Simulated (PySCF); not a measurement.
Isomers of C2H6F2OSi, mass 112.016 u with the commonest isotopes. Method used: CAM-B3LYP/def2-SVPD in PySCF (dipole) on a GFN2-xTB geometry, gas phase. One conformer each, none proved a minimum here; rigid rotors.

Task: Order these by rotational constant C, smallest first.
A. `[CH3:1][O:2][C:3]([F:4])([F:5])[SiH3:6]` with C1–O2–C3–F4 57°
B. `[CH3:1][O:2][SiH2:3][CH:4]([F:5])[F:6]` with C1–O2–Si3–C4 -59°, O2–Si3–C4–F5 178°
C. `[OH:1][SiH2:2][C@H:3]([F:4])[CH2:5][F:6]` with H–O1–Si2–C3 54°, O1–Si2–C3–F4 -68°, Si2–C3–C5–F6 30°

Result: B (1382 MHz), C (1452 MHz), A (1881 MHz).

Task: Order these by radius of gyration √(Σ m r²/M), largest first.
A. `[OH:1][CH2:2][C@@H:3]([F:4])[SiH2:5][F:6]` with H–O1–C2–C3 -56°, O1–C2–C3–F4 66°, C2–C3–Si5–F6 -31°
B. `[OH:1][SiH2:2][C@H:3]([F:4])[CH2:5][F:6]` with H–O1–Si2–C3 54°, O1–Si2–C3–F4 -68°, Si2–C3–C5–F6 30°
C. `[CH3:1][O:2][C:3]([F:4])([F:5])[SiH3:6]` with C1–O2–C3–F4 57°
D. `[CH3:1][O:2][SiH2:3][CH:4]([F:5])[F:6]` with C1–O2–Si3–C4 -59°, O2–Si3–C4–F5 178°

Result: A (1.859 Å), D (1.835 Å), B (1.814 Å), C (1.683 Å).

Task: Order these by dipole moment, largest first.
A. `[OH:1][SiH2:2][C@H:3]([F:4])[CH2:5][F:6]` with H–O1–Si2–C3 54°, O1–Si2–C3–F4 -68°, Si2–C3–C5–F6 30°
B. `[CH3:1][O:2][SiH2:3][CH:4]([F:5])[F:6]` with C1–O2–Si3–C4 -59°, O2–Si3–C4–F5 178°
C. `[CH3:1][O:2][C:3]([F:4])([F:5])[SiH3:6]` with C1–O2–C3–F4 57°

Result: B (1.90 D), A (1.65 D), C (1.34 D).

| SMILES | point group | Ia (u·Å²) | Ib (u·Å²) | Ic (u·Å²) | κ | μa (D) | μb (D) | μc (D) |
| --- | --- | --- | --- | --- | --- | --- | --- | --- |
| CO[SiH2]C(F)F | C1 | 101.03 | 287.55 | 365.73 | -0.79 | 1.85 | 0.04 | 0.44 |
| O[SiH2][C@H](F)CF | C1 | 115.61 | 273.15 | 348.03 | -0.73 | 0.06 | 0.78 | 1.45 |
| COC(F)(F)[SiH3] | Cs | 116.38 | 249.38 | 268.61 | -0.88 | 0.15 | 1.33 | 0.00 |
| OC[C@@H](F)[SiH2]F | C1 | 107.76 | 307.34 | 358.85 | -0.86 | 0.98 | 0.79 | 1.35 |
